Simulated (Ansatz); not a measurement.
Si22H28, a nanocrystal cut from cubic silicon. Total charge 0; singlet. Geometry PBE-D4/def2-SVP, basis def2-SVP, Ansatz.

| run | HOMO (eV) | LUMO (eV) |
| --- | --- | --- |
| A | -6.42 | -2.01 |
| B | -7.12 | -1.45 |
| C | -6.16 | -2.08 |
| D | -8.84 | 0.18 |
| E | -6.58 | -2.15 |

Single mean-field runs in def2-SVP are fitted with def2-universal-jkfit.

Task: The runs used B97M-V, PBE, PBE0, r2SCAN, ωB97M-V. Estimate which is which.

Result: A r2SCAN (0 % exact exchange); B PBE0 (25 % exact exchange); C PBE (0 % exact exchange); D ωB97M-V (range-separated); E B97M-V (0 % exact exchange). Exact exchange lowers occupied and raises empty levels; among semilocal functionals meta-GGAs tend to open the gap a little, and such runs are hard to tell apart. The gap grows from 4.07 eV (PBE) to 9.02 eV (ωB97M-V).
